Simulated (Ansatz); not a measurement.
Reaction (redistribution): `[AlH2][CH2][GeH3]` + `C#[C][AlH][CH3]` → `C#[C][AlH][GeH3]` + `C[CH2][AlH2]`

Isolated molecules relaxed with PBE0-D4/def2-TZVP in Ansatz; ΔE leaves out vibrations. CCSD(T)/CBS adds triple-zeta CCSD(T) − MP2 to the extrapolated MP2 energy (def2 sets, frozen cores). This one scheme is used for every species. DFT in def2-TZVPP. B3LYP here is the variant with VWN-RPA as its local correlation; programs differ in this. HSE06 is defined as in plane-wave codes. For Ge outer-core shells are correlated without core-valence functions, which leaves a few kJ/mol of doubt a bond. Scalar relativity is left out up to krypton.

(1) Is it downhill or uphill in electronic energy at CCSD(T)/CBS, and by how much? (An estimate is asked.)

(2) What do these levels give: r2SCAN-D4, B97M-V, B3LYP-D4, ωB97X-V, PBE0, HSE06, LC-ωPBE, HF/def2-SVP, MP2/def2-SVP, HF/def2-QZVPP, SCS-MP2/def2-QZVPP, CCSD/CBS(def2)? (Best estimate.)

Largest T1 diagnostic among the species: 0.013.

Answers

(1) Computed: Uphill: ΔE = +32.3 kJ/mol.

(2) Computed: r2SCAN-D4 29.3, B97M-V 32.8, B3LYP-D4 25.9, ωB97X-V 28.5, PBE0 21.6, HSE06 21.7, LC-ωPBE 28.6, HF/def2-SVP 22.5, MP2/def2-SVP 27.6, HF/def2-QZVPP 28.3, SCS-MP2/def2-QZVPP 36.8, CCSD/CBS(def2) 31.2 kJ/mol.

In def2-TZVPP, CCSD(T) changes the Hartree–Fock value by +4.1 kJ/mol (the triples alone add +1.1 kJ/mol) and MP2 by +11.9 kJ/mol. Leaving LDA and LC-ωPBE aside and taking each functional with its dispersion term where it has one, the values, not all of them listed here, spread over 12.9 kJ/mol, from PBE-D4 to ωB97M-V. At CCSD(T), def2-SVP lies −13.4 kJ/mol from the extrapolated value and def2-TZVPP −0.4 kJ/mol.
